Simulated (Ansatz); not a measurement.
H3OSiZn, SMILES `[SiH3][O][Zn]` radical. The species carries charge 0 and has multiplicity 2.

```xyz
6

Si    0.362   -0.189   -0.356
O    -0.883    0.641    0.271
Zn   -1.804    0.931    1.801
H     1.650    0.133    0.328
H     0.511    0.148   -1.799
H     0.163   -1.664   -0.245
```

Task: What are the harmonic wavenumbers in cm⁻¹ at PBE0-D4/def2-TZVP (Ansatz, finite differences of forces, unscaled)? (Best estimate.)

Result: Ansatz gave: 16, 86, 445, 723, 724, 954, 960, 992, 1016, 2177, 2185, 2207.

Task: Is this a minimum?

Result: Yes, all 12 modes are real.

Task: Give the ideal-gas thermochemistry at 298.15 K and 1 bar (rigid rotor, harmonic oscillator; point group Cs, symmetry number 1).

Result: Zero-point energy 74.7 kJ/mol; H(298) − E = 90.6 kJ/mol; entropy 329.7 J/(mol·K), of which translation 167.8, rotation 103.6, vibration 52.6, electronic 5.8; G(298) − E = -7.7 kJ/mol. Modes under 100 cm⁻¹ are hindered rotations or soft bends, so the harmonic entropy is rough.

Task: And at 400, 500, 600, 800 and 1000 K?

Result: 
```tsv
T (K)	H − E (kJ/mol)	S (J/mol/K)	G − E (kJ/mol)
400	98.2	351.5	-42.4
500	106.7	370.3	-78.5
600	115.9	387.0	-116.4
800	136.1	416.0	-196.8
1000	158.0	440.5	-282.5
```
